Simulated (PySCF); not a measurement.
## HF beside CCSD(T) along the alkali metals: bonds to Pb

HF and CCSD(T) in PySCF with def2-SVP on every atom (core potentials on Rb, Cs, Pb), for the lowest determinant that a PBE0 search found; no spin–orbit coupling.

```tsv
molecule	state (unpaired electrons)	HF Re (Å)	HF ωe (cm⁻¹)	HF De (eV)	CCSD(T) Re (Å)	CCSD(T) ωe (cm⁻¹)	CCSD(T) De (eV)
NaPb	quartet (σ ↑, π ↑↑)	3.016	163	0.70	3.000	170	1.05
KPb	quartet (σ ↑, π ↑↑)	3.419	120	0.86	3.383	122	1.13
RbPb	quartet (σ ↑, π ↑↑)	3.599	84.9	0.85	3.521	88.6	1.05
CsPb	quartet (σ ↑, π ↑↑)	3.775	71.1	0.97	?	?	?
```

(1) Estimate the CCSD(T) values of CsPb by adding the mean shift from HF to CCSD(T) of the other rows, and compare with the calculation.

(2) What are the mean differences of HF from CCSD(T) over the whole series?

In a basis of this size CCSD(T) is itself not converged; it tends to give bonds that are too long and too weak.

Correlated steps freeze the inner cores (4 to 9 orbitals); shallow outer-core shells are correlated. Correlated levels converge slowly with the basis: in double zeta they bind strong bonds too weakly, by up to about 1 eV, and carry superposition errors of some tenths. These are scalar-relativistic numbers at best; spin–orbit coupling would shift them, the dissociation energy most. States were picked by a PBE0 search and need not be the measured ground states.

Results:

(1) The mean shifts are -4.3 pm, +4 cm⁻¹ and +0.27 eV, which give 3.732 Å, 75.3 cm⁻¹ and 1.24 eV. CCSD(T)/def2-SVP gives Re = 3.690 Å, ωe = 75.7 cm⁻¹, De = 1.16 eV.

(2) Re +5.4 pm, ωe -4 cm⁻¹, De -0.25 eV.
